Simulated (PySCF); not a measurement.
MP for M along the fourth-period p block

PBE with double-zeta basis sets in PySCF, for the lowest determinant that a PBE0 search found; no spin–orbit coupling. De refers to high-spin ground-configuration atoms. A positive dipole means M(−)P(+).

```json
{"M": "Ga", "basis": "cc-pVDZ-PP/cc-pV(D+d)Z", "state (unpaired electrons)": "triplet (π ↑↑)", "Re (Å)": "2.506", "ωe (cm⁻¹)": "275", "De (eV)": "2.20", "μ (D)": "-1.40"}
{"M": "Ge", "basis": "def2-SVP", "state (unpaired electrons)": "doublet (π ↑)", "Re (Å)": "2.177", "ωe (cm⁻¹)": "470", "De (eV)": "3.62", "μ (D)": "-1.01"}
{"M": "Se", "basis": "def2-SVP", "state (unpaired electrons)": "doublet (π ↑)", "Re (Å)": "2.064", "ωe (cm⁻¹)": "558", "De (eV)": "4.20", "μ (D)": "0.11"}
```

The shortest bond is that of PSe (2.064 Å), the longest that of GaP (2.506 Å). PSe is bound most strongly (4.20 eV) and GaP least (2.20 eV).

The rows differ in basis set, which adds steps of its own.

The state changes along the series, so neighbouring rows are not always alike in their bonding.

Spin–orbit coupling is left out. States were picked by a PBE0 search and need not be the measured ground states.
